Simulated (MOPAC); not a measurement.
MOPAC input (MNDO):

```
MNDO PRECISE GNORM=0.05 LET XYZ GEO-OK AUX(PRECISION=9) THREADS=1
CH6BNO2

C     1.83886900 1    0.72089100 1    0.12061500 1
N     0.78353700 1   -0.20760500 1    0.47951600 1
B    -0.54195900 1   -0.21110400 1   -0.03759300 1
O    -1.48256300 1   -1.14212700 1    0.34308200 1
O    -0.98831700 1    0.71923900 1   -0.94662100 1
H     2.55628700 1    0.82039600 1    0.93641100 1
H     2.39042000 1    0.42092600 1   -0.77804300 1
H     1.42714300 1    1.71802400 1   -0.05270300 1
H     1.08719500 1   -0.96759200 1    1.06405300 1
H    -1.18677200 1   -1.75620200 1    1.01814500 1
H    -0.31540600 1    1.33095700 1   -1.25188500 1
```

From the output:

```
                                                       MOPAC v23.2.5 Linux

          FINAL HEAT OF FORMATION =       -173.15748 KCAL/MOL =    -724.49088 KJ/MOL

          COSMO AREA              =        111.22 SQUARE ANGSTROMS
          COSMO VOLUME            =         94.95 CUBIC ANGSTROMS

          GRADIENT NORM           =          0.03174          =       0.00957 PER ATOM
          IONIZATION POTENTIAL    =         10.320321 EV
          HOMO LUMO ENERGIES (EV) =        -10.320  2.128
          NO. OF FILLED LEVELS    =         15
          MOLECULAR WEIGHT        =         74.8739         POINT GROUP:  Cs

          MOLECULAR DIMENSIONS (Angstroms)

            Atom       Atom       Distance
            H     6    O     4     4.56511
            H    11    H    10     3.59553
            H     7    H     8     1.80406

          SCF CALCULATIONS        =         75

   ATOM   CHEMICAL          X               Y               Z
  NUMBER   SYMBOL      (ANGSTROMS)     (ANGSTROMS)     (ANGSTROMS)

     1       C          1.87793675  *   0.72706652  *   0.16166952  *
     2       N          0.78618114  *  -0.16625602  *   0.48922397  *
     3       B         -0.54655588  *  -0.20746836  *  -0.05892359  *
     4       O         -1.47970328  *  -1.12495151  *   0.35704190  *
     5       O         -1.02280126  *   0.63673305  *  -1.02685040  *
     6       H          2.77184947  *   0.48284112  *   0.78079449  *
     7       H          2.17804338  *   0.64103724  *  -0.91013212  *
     8       H          1.61482129  *   1.79397184  *   0.35803566  *
     9       H          1.01902689  *  -0.83637447  *   1.19126201  *
    10       H         -1.20290791  *  -1.73191348  *   1.02443848  *
    11       H         -0.42563456  *   1.28986961  *  -1.35244524  *

                             CARTESIAN COORDINATES

   1    C        1.877936753     0.727066518     0.161669516
   2    N        0.786181142    -0.166256024     0.489223973
   3    B       -0.546555878    -0.207468358    -0.058923587
   4    O       -1.479703275    -1.124951509     0.357041897
   5    O       -1.022801256     0.636733047    -1.026850401
   6    H        2.771849465     0.482841118     0.780794492
   7    H        2.178043385     0.641037239    -0.910132118
   8    H        1.614821295     1.793971845     0.358035659
   9    H        1.019026891    -0.836374473     1.191262009
  10    H       -1.202907909    -1.731913481     1.024438480
  11    H       -0.425634559     1.289869610    -1.352445242

           Empirical Formula: C H6 N O2 B  =    11 atoms

      MOLECULAR POINT GROUP   :   Cs

                  EIGENVALUES
 -41.93323 -40.50701 -36.55151 -27.28286 -21.76006 -19.16410 -18.00159 -16.66233
 -15.45253 -14.29635 -14.17531 -13.95766 -12.75463 -11.98323 -10.32032   2.12811
   3.13298   3.50491   4.02633   4.16160   4.79775   5.58242   5.73971   6.11661
   8.11800   9.17524

              NET ATOMIC CHARGES AND DIPOLE CONTRIBUTIONS

  ATOM NO.   TYPE          CHARGE      No. of ELECS.   s-Pop       p-Pop
    1          C           0.217208        3.7828     1.21220     2.57059
    2          N          -0.417363        5.4174     1.45243     3.96494
    3          B           0.173653        2.8263     1.04018     1.78616
    4          O          -0.244684        6.2447     1.76595     4.47873
    5          O          -0.241471        6.2415     1.76378     4.47769
    6          H          -0.005384        1.0054     1.00538
    7          H          -0.019603        1.0196     1.01960
    8          H          -0.019276        1.0193     1.01928
    9          H           0.160821        0.8392     0.83918
   10          H           0.196670        0.8033     0.80333
   11          H           0.199431        0.8006     0.80057
 DIPOLE           X         Y         Z       TOTAL
 POINT-CHG.     1.669     0.217     0.535     1.766
 HYBRID         1.360    -0.147     0.724     1.548
 SUM            3.030     0.070     1.258     3.281

          ATOMIC ORBITAL ELECTRON POPULATIONS

     Atom    s        px        py        pz
    1  C   1.21220   0.82146   0.85243   0.89670
    2  N   1.45243   1.15664   1.36571   1.44258
    3  B   1.04018   0.61991   0.59484   0.57141
    4  O   1.76595   1.52919   1.42308   1.52646
    5  O   1.76378   1.51462   1.41837   1.54471
    6  H   1.00538
    7  H   1.01960
    8  H   1.01928
    9  H   0.83918
   10  H   0.80333
   11  H   0.80057

 **********************
 *                    *
 * JOB ENDED NORMALLY *
 *                    *
 **********************

 == MOPAC DONE ==
```

The geometry given is a B3LYP-D3(BJ)/def2-TZVP minimum.
